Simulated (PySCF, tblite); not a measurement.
One entry of a table of gas-phase calculations, keyed by method. Lists by class give the value and the number of equivalent atoms.

```json
{
 "formula": "C6H9NSi",
 "smiles": "C=C/C=C(\\C)[SiH2]C#N",
 "inchi": "InChI=1S/C6H9NSi/c1-3-4-6(2)8-5-7/h3-4H,1,8H2,2H3/b6-4+",
 "charge": 0,
 "multiplicity": 1,
 "geometry_level": "GFN2-xTB",
 "electronic_structure_code": "PySCF",
 "results": {
  "GFN2-xTB geometry": {
   "point_group": "C1",
   "rotational_constants_GHz": [3.599, 0.751, 0.721]
  },
  "PBE0/pcSseg-1 ground state and GIAO shieldings, non-relativistic": {
   "dipole_D": 4.19,
   "homo_eV": -7.11,
   "lumo_eV": -1.52,
   "shift_vs_computed_TMS_C_by_class_ppm": [
    [151.7, 1],
    [138.5, 1],
    [136.8, 1],
    [130.7, 1],
    [123.6, 1],
    [18.7, 1]
   ],
   "shift_vs_computed_TMS_H_by_class_ppm": [
    [7.15, 1],
    [6.64, 1],
    [5.78, 1],
    [5.73, 1],
    [4.6, 2],
    [2.25, 3]
   ],
   "shielding_other_nuclei_by_class_ppm": [
    ["N", -96.9, 1],
    ["Si", 414.5, 1]
   ]
  },
  "GFN2-xTB harmonic vibrations, gas phase": {
   "strongest_ir_bands_cm-1_km_per_mol_modes": [
    [501.2, 90.9, 1],
    [698.6, 227.0, 1],
    [746.3, 142.4, 1],
    [762.7, 231.1, 1],
    [2234.0, 306.4, 1],
    [2272.2, 264.0, 1]
   ],
   "zpe_kcal_per_mol": 78.9
  }
 }
}
```

The rotational constants make it an asymmetric top with κ = (2B − A − C)/(A − C) = -0.98, nearer the prolate limit (−1). The zero-point energy, half the sum of the 45 harmonic wavenumbers, equals 27590 cm⁻¹ or 330 kJ/mol. A dipole of 4.19 D is allowed in C1, and pure rotational transitions are dipole-allowed. With B = h/(8π²I), that is 505.379 GHz u Å² over I, the principal moments of inertia are 140.4, 673.0 and 701.2 u Å² (most abundant isotopes).

 NMR classes are plain means over equivalent atoms (diastereotopic ones count apart unless rotation or inversion swaps them), as if these changed places fast; in this geometry the members of some classes differ.

For the vibration job (GFN2-xTB), on Arm Neoverse V2, one thread, shared host with 32 logical CPUs at a one-minute load of 5.8, this took 0.49 s wall.

Conformer computed: `[CH2:1]=[CH:2]/[CH:3]=[C:4](\[CH3:5])[SiH2:6][C:7]#[N:8]`: C1–C2–C3–C4 180°, C3–C4–Si6–C7 122°.

One conformer stands for the species.
